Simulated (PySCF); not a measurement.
In(Br)(OH)(OMe) (CH4BrInO2), SMILES C[O][In]([OH])[Br].

Geometry optimised at PBE0-D3(BJ)/def2-SVP. The structure was generated by enumeration; whether it is a known compound was not checked. The def2 effective core potentials stand for the cores of In; spin–orbit coupling is left out. One conformer was computed; it need not be the lowest.

Level of theory: TDDFT-ωB97X/def2-SVPD in PySCF.

Vertical excitations. Isolated molecule, no solvent. State labels are in the subgroup Cs.

```json
[
 {"state": "S1", "symmetry": "A\"", "energy (eV)": "4.75", "λ (nm)": "261", "f": "0.001", "main pairs": "HOMO→LUMO 91 %"},
 {"state": "S2", "symmetry": "A'", "energy (eV)": "5.30", "λ (nm)": "234", "f": "0.070", "main pairs": "HOMO−1→LUMO 71 %, HOMO−2→LUMO 19 %"},
 {"state": "S3", "symmetry": "A\"", "energy (eV)": "5.37", "λ (nm)": "231", "f": "0.002", "main pairs": "HOMO−3→LUMO 88 %"},
 {"state": "S4", "symmetry": "A'", "energy (eV)": "5.57", "λ (nm)": "222", "f": "0.018", "main pairs": "HOMO−2→LUMO 69 %, HOMO−1→LUMO 14 %"},
 {"state": "S5", "symmetry": "A\"", "energy (eV)": "5.92", "λ (nm)": "210", "f": "0.054", "main pairs": "HOMO−5→LUMO 86 %"},
 {"state": "S6", "symmetry": "A'", "energy (eV)": "6.36", "λ (nm)": "195", "f": "0.092", "main pairs": "HOMO−4→LUMO 61 %, HOMO−3→LUMO+1 15 %, HOMO→LUMO+1 14 %"},
 {"state": "S7", "symmetry": "A\"", "energy (eV)": "6.41", "λ (nm)": "193", "f": "0.000", "main pairs": "HOMO−1→LUMO+1 95 %"},
 {"state": "S8", "symmetry": "A'", "energy (eV)": "6.53", "λ (nm)": "190", "f": "0.211", "main pairs": "HOMO→LUMO+1 70 %"},
 {"state": "S9", "symmetry": "A\"", "energy (eV)": "6.91", "λ (nm)": "179", "f": "0.000", "main pairs": "HOMO−2→LUMO+1 96 %"},
 {"state": "S10", "symmetry": "A'", "energy (eV)": "7.26", "λ (nm)": "171", "f": "0.107", "main pairs": "HOMO−3→LUMO+1 62 %, HOMO−6→LUMO 12 %, HOMO−5→LUMO+1 11 %"},
 {"state": "T1", "symmetry": "A\"", "energy (eV)": "4.43", "λ (nm)": "280", "f": "0", "main pairs": "HOMO→LUMO 88 %"},
 {"state": "T2", "symmetry": "A'", "energy (eV)": "4.61", "λ (nm)": "269", "f": "0", "main pairs": "HOMO−1→LUMO 87 %"},
 {"state": "T3", "symmetry": "A\"", "energy (eV)": "5.03", "λ (nm)": "246", "f": "0", "main pairs": "HOMO−3→LUMO 84 %"},
 {"state": "T4", "symmetry": "A'", "energy (eV)": "5.08", "λ (nm)": "244", "f": "0", "main pairs": "HOMO−2→LUMO 87 %"}
]
```
Triplets are in the Tamm–Dancoff approximation, which puts them higher than full response would, so one can lie above its singlet here.
